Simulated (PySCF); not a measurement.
**Electron correlation in Yb³⁺ (ytterbium, charge +3)**

[Xe] 4f13, 2F determinant. Calculation: PySCF 2.14, in ANO-RCC-VTZP (8s7p5d3f2g1h, 104 functions); the spin-free X2C one-electron Hamiltonian (Gaussian nucleus). Frozen: [Kr] 4d10; 21 electrons correlated.

| level | correlation energy (mhartree) |
| --- | --- |
| CCSD | -869.79 |
| (T) | -31.80 |
| CCSD(T) | -901.59 |

Diagnostics: T1 = 0.011, D1 = 0.0204, largest double amplitude 0.024.

Spin-orbit coupling, absent here, splits the open shell strongly.

Cost of the coupled-cluster step: about 110 core-seconds, for 21 correlated electrons.

Iterations:

```
CC2 = 0
CCSD nocc = (np.int64(11), np.int64(10)), nmo = (81, 81)
frozen orbitals [[0, 1, 2, 3, 4, 5, 6, 7, 8, 9, 10, 11, 12, 13, 14, 15, 16, 17, 18, 19, 20, 21, 22], [0, 1, 2, 3, 4, 5, 6, 7, 8, 9, 10, 11, 12, 13, 14, 15, 16, 17, 18, 19, 20, 21, 22]]
max_cycle = 100
direct = 0
conv_tol = 1e-08
conv_tol_normt = 1e-06
diis_space = 8
diis_start_cycle = 0
Init t2, MP2 energy = -1.00152472036591
Init E_corr(UCCSD) = -1.00152472037436
cycle = 1  E_corr(UCCSD) = -0.810890172785985  dE = 0.190634548  norm(t1,t2) = 0.136009
cycle = 2  E_corr(UCCSD) = -0.891580580751464  dE = -0.080690408  norm(t1,t2) = 0.0675164
cycle = 3  E_corr(UCCSD) = -0.870433815594209  dE = 0.0211467652  norm(t1,t2) = 0.0400035
cycle = 4  E_corr(UCCSD) = -0.869221111607457  dE = 0.00121270399  norm(t1,t2) = 0.00243842
cycle = 5  E_corr(UCCSD) = -0.869767718920205  dE = -0.000546607313  norm(t1,t2) = 0.000596286
cycle = 6  E_corr(UCCSD) = -0.869805839289763  dE = -3.81203696e-05  norm(t1,t2) = 0.000153089
cycle = 7  E_corr(UCCSD) = -0.869789089101998  dE = 1.67501878e-05  norm(t1,t2) = 4.29389e-05
cycle = 8  E_corr(UCCSD) = -0.869785541254388  dE = 3.54784761e-06  norm(t1,t2) = 1.63917e-05
cycle = 9  E_corr(UCCSD) = -0.869786664501793  dE = -1.1232474e-06  norm(t1,t2) = 4.87137e-06
cycle = 10  E_corr(UCCSD) = -0.869786920620962  dE = -2.56119169e-07  norm(t1,t2) = 1.87641e-06
cycle = 11  E_corr(UCCSD) = -0.869786916908659  dE = 3.71230302e-09  norm(t1,t2) = 7.26241e-07
UCCSD converged
E(UCCSD) = -14053.57404548616  E_corr = -0.8697869169086592
UCCSD(T) correction = -0.0317974027466665
```
